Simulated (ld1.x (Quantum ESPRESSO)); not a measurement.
Ranking TM potentials for Hg (Z = 80)

All share these settings but for the change named:

```
Element                 : mercury (Hg)
Generator               : ld1.x (Quantum ESPRESSO) 7.5
Type                    : norm-conserving Troullier–Martins (Kleinman–Bylander form)
Functional              : BP86
Relativity              : scalar-relativistic
Frozen core             : [Kr] 4d10 4f14
Valence charge          : 20
Reference configuration : 5s2 5p6 5d9 6s0 6p0 (charge +3)
Partial waves           : 5s (bound): rc 1.40 bohr; 5p (bound): rc 1.45 bohr; 5d (bound): rc 1.50 bohr; 5f channel at 0.15 Ry: rc 1.30 bohr
Local potential         : all-electron potential smoothed inside 1.20 bohr (lloc = -2)
Core correction         : none
```

Test errors are all-electron minus pseudo excitation energies from the reference, over 5s2 5p6 5d10 6s2 6p0; 5s2 5p6 5d10 6s1 6p0; 5s2 5p6 5d10 6s0 6p0; 5s2 5p6 5d10 6s0 6p1; 5s2 5p6 5d9 6s2 6p0; 5s2 5p6 5d10 6s0 6p2; 5s2 5p6 5d9 6s2 6p1. None of these files shows a bound ghost.

The base gives 459.2 meV.

Of 5 variants that were run, those that failed, showed a ghost or another fault, or gave nearly equal values are left out.

Q: Rank these variants by their largest absolute test error, smallest first.
A. all radii scaled by about 1.37 (s 1.92, p 2.00, d 2.06, f 1.78 bohr); local potential all-electron potential smoothed inside 1.64 bohr (lloc = -2)
B. all radii scaled by about 1.27 (s 1.78, p 1.84, d 1.90, f 1.66 bohr); local potential all-electron potential smoothed inside 1.52 bohr (lloc = -2)
C. all radii scaled by about 1.06 (s 1.48, p 1.54, d 1.58, f 1.38 bohr); local potential all-electron potential smoothed inside 1.26 bohr (lloc = -2)

A: C (949.8 meV), A (4018.7 meV), B (7574.9 meV).
